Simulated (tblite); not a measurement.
C7H12F2.
Numbering: `[CH3:1][CH2:2][C@@H:3]([F:4])/[CH:5]=[CH:6]/[C@@H:7]([CH3:8])[F:9]` (hydrogens: H10, H11, H12 on C1; H13, H14 on C2; H15 on C3; H16 on C5; H17 on C6; H18 on C7; H19, H20, H21 on C8)

Computed with GFN2-xTB (tblite), gas phase: L-BFGS steps from a force-field or distance-geometry start until the largest atomic force falls under 0.01 eV/Å.

Step 4: E = -831.4807 eV
```
atom  x, y, z in Å  |  force x, y, z in eV/Å
C1      3.5224    0.3963    0.4108   -0.011   0.012  -0.011
C2      2.1178    0.4202   -0.1819   -0.009  -0.014   0.022
C3      1.2294   -0.6751    0.4203   -0.033   0.044   0.003
F4      1.1374   -0.4492    1.7831   -0.041  -0.053   0.012
C5     -0.1390   -0.7148   -0.1940    0.070   0.024  -0.071
C6     -1.2685   -0.4913    0.4545   -0.041   0.050   0.056
C7     -2.6346   -0.5261   -0.1667    0.003   0.009   0.009
C8     -3.3474    0.8224   -0.0932   -0.014   0.007  -0.005
F9     -2.5536   -0.8951   -1.4996    0.029  -0.027   0.037
H10     4.1197    1.1859   -0.0362    0.051   0.007   0.004
H11     4.0053   -0.5590    0.2184    0.008  -0.004  -0.005
H12     3.4868    0.5571    1.4858   -0.022  -0.025  -0.015
H13     1.6561    1.3879    0.0250   -0.040  -0.018  -0.028
H14     2.1716    0.2841   -1.2627   -0.069  -0.032   0.009
H15     1.7117   -1.6593    0.3129    0.006   0.041   0.014
H16    -0.1505   -0.9499   -1.2481    0.038   0.000  -0.026
H17    -1.2589   -0.2651    1.5117   -0.047   0.010  -0.023
H18    -3.2438   -1.3063    0.3175    0.032   0.036  -0.015
H19    -4.3266    0.7466   -0.5610    0.007  -0.024   0.008
H20    -2.7713    1.5745   -0.6264    0.048  -0.005   0.015
H21    -3.4728    1.1332    0.9396    0.037  -0.039   0.009
```

Step 5: E = -831.4825 eV
```
atom  x, y, z in Å  |  force x, y, z in eV/Å
C1      3.5230    0.3970    0.4098   -0.031   0.004  -0.003
C2      2.1180    0.4198   -0.1810   -0.032   0.002   0.008
C3      1.2282   -0.6736    0.4208   -0.036   0.037  -0.006
F4      1.1351   -0.4527    1.7834   -0.047  -0.024   0.038
C5     -0.1397   -0.7123   -0.1959    0.124   0.001  -0.077
C6     -1.2680   -0.4898    0.4539   -0.066   0.065   0.085
C7     -2.6335   -0.5240   -0.1658   -0.002  -0.028  -0.005
C8     -3.3473    0.8226   -0.0937   -0.014   0.013   0.004
F9     -2.5521   -0.8967   -1.4960    0.030  -0.026  -0.036
H10     4.1223    1.1857   -0.0356    0.040   0.014   0.000
H11     4.0052   -0.5582    0.2184    0.018  -0.024  -0.016
H12     3.4853    0.5554    1.4845   -0.013  -0.011   0.007
H13     1.6537    1.3860    0.0231   -0.032   0.017  -0.012
H14     2.1672    0.2824   -1.2612   -0.048  -0.037  -0.016
H15     1.7117   -1.6553    0.3141    0.016  -0.019  -0.006
H16    -0.1480   -0.9502   -1.2506    0.021   0.019   0.014
H17    -1.2621   -0.2642    1.5118   -0.018   0.009  -0.039
H18    -3.2420   -1.3043    0.3160    0.008   0.012   0.027
H19    -4.3273    0.7450   -0.5609    0.033  -0.008   0.015
H20    -2.7685    1.5738   -0.6252    0.026   0.006   0.008
H21    -3.4705    1.1307    0.9401    0.022  -0.023   0.008
```

Step 6: E = -831.4833 eV
```
atom  x, y, z in Å  |  force x, y, z in eV/Å
C1      3.5230    0.3974    0.4092   -0.025  -0.003  -0.002
C2      2.1176    0.4197   -0.1805   -0.034   0.015  -0.004
C3      1.2272   -0.6724    0.4211   -0.016   0.011   0.004
F4      1.1330   -0.4550    1.7842   -0.047  -0.007   0.037
C5     -0.1393   -0.7105   -0.1975    0.077   0.003  -0.031
C6     -1.2677   -0.4881    0.4540   -0.031   0.048   0.036
C7     -2.6329   -0.5231   -0.1654    0.002  -0.034  -0.018
C8     -3.3473    0.8230   -0.0939    0.005   0.005   0.007
F9     -2.5507   -0.8980   -1.4946    0.027  -0.021  -0.058
H10     4.1244    1.1857   -0.0352    0.021   0.007   0.004
H11     4.0054   -0.5581    0.2182    0.012  -0.021  -0.020
H12     3.4843    0.5542    1.4839   -0.009  -0.004   0.012
H13     1.6518    1.3852    0.0217   -0.024   0.035  -0.004
H14     2.1639    0.2808   -1.2606   -0.036  -0.036  -0.021
H15     1.7119   -1.6533    0.3147    0.013  -0.033  -0.014
H16    -0.1462   -0.9502   -1.2520    0.011   0.027   0.023
H17    -1.2642   -0.2635    1.5115    0.001   0.013  -0.026
H18    -3.2409   -1.3031    0.3156   -0.005  -0.005   0.046
H19    -4.3272    0.7439   -0.5607    0.035   0.003   0.013
H20    -2.7664    1.5734   -0.6244    0.010   0.009   0.006
H21    -3.4688    1.1289    0.9406    0.013  -0.013   0.010
```

Step 7: E = -831.4840 eV
```
atom  x, y, z in Å  |  force x, y, z in eV/Å
C1      3.5227    0.3977    0.4085   -0.011  -0.007  -0.003
C2      2.1166    0.4200   -0.1802   -0.023   0.022  -0.011
C3      1.2264   -0.6713    0.4216    0.008  -0.016   0.018
F4      1.1302   -0.4572    1.7854   -0.041   0.005   0.023
C5     -0.1384   -0.7088   -0.1989    0.002   0.008   0.025
C6     -1.2674   -0.4861    0.4539    0.013   0.019  -0.027
C7     -2.6323   -0.5228   -0.1656    0.009  -0.028  -0.027
C8     -3.3469    0.8232   -0.0939    0.028  -0.010   0.006
F9     -2.5489   -0.8995   -1.4943    0.020  -0.015  -0.053
H10     4.1265    1.1858   -0.0348   -0.004  -0.006   0.011
H11     4.0057   -0.5583    0.2177   -0.003  -0.005  -0.019
H12     3.4832    0.5531    1.4835   -0.005  -0.001   0.006
H13     1.6498    1.3852    0.0205   -0.015   0.040   0.000
H14     2.1604    0.2788   -1.2604   -0.026  -0.030  -0.014
H15     1.7122   -1.6520    0.3150    0.005  -0.029  -0.015
H16    -0.1445   -0.9496   -1.2529    0.004   0.031   0.022
H17    -1.2660   -0.2625    1.5110    0.015   0.020  -0.010
H18    -3.2400   -1.3022    0.3163   -0.008  -0.013   0.048
H19    -4.3266    0.7431   -0.5603    0.027   0.013   0.008
H20    -2.7645    1.5733   -0.6236   -0.003   0.010   0.005
H21    -3.4671    1.1271    0.9412    0.006  -0.006   0.008
```

Q: Estimate the geometry and energy of step 8. (The exact step hangs on the optimiser's Hessian estimate; all steps are aligned on step 7, rigid shifts and turns removed.)

A: E = -831.4846 eV, largest force 0.076 eV/Å
```
atom  x, y, z in Å  |  force x, y, z in eV/Å
C1      3.5222    0.3977    0.4079   -0.001  -0.007  -0.004
C2      2.1153    0.4206   -0.1802   -0.007   0.019  -0.009
C3      1.2258   -0.6708    0.4225    0.021  -0.028   0.024
F4      1.1270   -0.4589    1.7869   -0.027   0.010   0.006
C5     -0.1374   -0.7071   -0.1996   -0.050   0.007   0.057
C6     -1.2670   -0.4839    0.4535    0.038  -0.010  -0.062
C7     -2.6317   -0.5233   -0.1663    0.014  -0.016  -0.026
C8     -3.3461    0.8232   -0.0939    0.039  -0.020   0.002
F9     -2.5471   -0.9011   -1.4951    0.008  -0.009  -0.030
H10     4.1282    1.1858   -0.0342   -0.024  -0.016   0.015
H11     4.0059   -0.5586    0.2168   -0.019   0.011  -0.017
H12     3.4822    0.5522    1.4834   -0.003  -0.001  -0.005
H13     1.6477    1.3861    0.0195   -0.003   0.030  -0.001
H14     2.1569    0.2764   -1.2606   -0.018  -0.020   0.000
H15     1.7126   -1.6515    0.3150   -0.004  -0.016  -0.010
H16    -0.1430   -0.9485   -1.2532    0.000   0.031   0.016
H17    -1.2671   -0.2613    1.5104    0.023   0.024  -0.001
H18    -3.2394   -1.3016    0.3177    0.001  -0.013   0.033
H19    -4.3255    0.7427   -0.5598    0.017   0.020   0.003
H20    -2.7629    1.5734   -0.6228   -0.010   0.008   0.007
H21    -3.4656    1.1255    0.9419    0.005  -0.004   0.003
```

The energy changes by -0.0006 eV. The first-order estimate −F·Δx gives -0.0008 eV and the mean of the old and new forces, exact on a quadratic surface, -0.0006 eV. The step makes an angle of 55° with the force vector and moves no atom by more than 0.004 Å.

What follows is the cost of the whole relaxation. On one thread, Arm Neoverse N1 (aarch64), on a shared host, this took 0.56 s.
